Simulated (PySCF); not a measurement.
**Dipole moment and polarisability of `ClC1=C[SiH2]C=C1`**

C4H5ClSi.
Structure used (GFN2-xTB), in Å, numbered top down from 1:
```
atom  x, y, z in Å
Cl1    2.9771    0.0426    0.3219
C2     1.2604   -0.0403    0.1377
C3     0.5581   -1.1764    0.1125
Si4   -1.2631   -0.7423   -0.1069
C5    -0.7966    1.0878   -0.1399
C6     0.5264    1.2123    0.0000
H7     1.0161   -2.1443    0.2072
H8    -2.0825   -1.1064    1.0479
H9    -1.8160   -1.2198   -1.3736
H10   -1.4420    1.9428   -0.2492
H11    1.0675    2.1466    0.0165
```

Level: PBE0/def2-SVPD (PySCF), static field, nuclei fixed, core orbitals frozen in the response. The polarisability tensor in these axes (au):

```
x   110.92   8.43   5.34
y     8.43  82.88  -0.17
z     5.34  -0.17  59.33
```

Q: What are the eigenvalues, a third of the trace, and Δα (Δα² = ½Σ(αi − αj)² over the three pairs)?

A: Principal values 58.73, 80.65 and 113.74 au; mean 84.38 au = 12.50 Å³ = 13.91 × 10⁻⁴⁰ C²·m²/J; Δα = 47.96 au (57 % of the mean).

Q: What is the dipole moment, and where does it point?

A: (-1.56, 0.09, -0.17) D, 1.57 D in size, pointing from the negative to the positive side. Measured along this direction, the outermost atoms are Cl1 at the negative end and H8 and H9 at the positive end.

Q: In a dilute gas of rigid molecules at 273 K, how does the orientational term μ²/3kT compare with the electronic polarisability?

A: In Gaussian units μ²/3kT = 21.92 Å³ against 12.50 Å³, a ratio of 1.75; the Debye molar polarisation (4π/3)N_A(α + μ²/3kT) is 86.8 cm³/mol, leaving out the vibrational part.

Q: Find the Langevin capture rate constant for NO+ (29.998 u) meeting this molecule (115.985 u), k = 2.342 × 10⁻⁹ cm³/s × √(α in Å³ / reduced mass in u).

A: The reduced mass is 23.83 u, so k = 1.70 × 10⁻⁹ cm³/s. The formula leaves out the permanent dipole, which adds to the capture rate.

Q: What are the principal values of the traceless quadrupole moment, Θ = ½Σq(3rr − r²1), about the centre of nuclear charge?

A: -4.35, -0.36, 4.71 D·Å. The values depend on the origin, since the dipole doesn't vanish. The electronic extent ⟨r²⟩ about the same centre is 928 bohr², a root-mean-square distance of 2.08 Å for the 60 electrons.

Q: Along which axes do the principal values lie, and how far do the nuclei extend along each?

A: Largest value along (0.96, 0.26, 0.09), where the nuclei span 5.09 Å; middle along (-0.26, 0.96, -0.07), 4.60 Å; least along (-0.11, 0.05, 0.99), 2.44 Å. The response follows the extents in order.

Q: Rayleigh depolarisation ratio (linearly polarised light, static tensor)?

A: ρ = 3Δα²/(45ᾱ² + 4Δα²) = 6901.1/(320369 + 9201.4) = 0.0209.

Geometry: GFN2-xTB; no solvent, vibrations or thermal averaging.
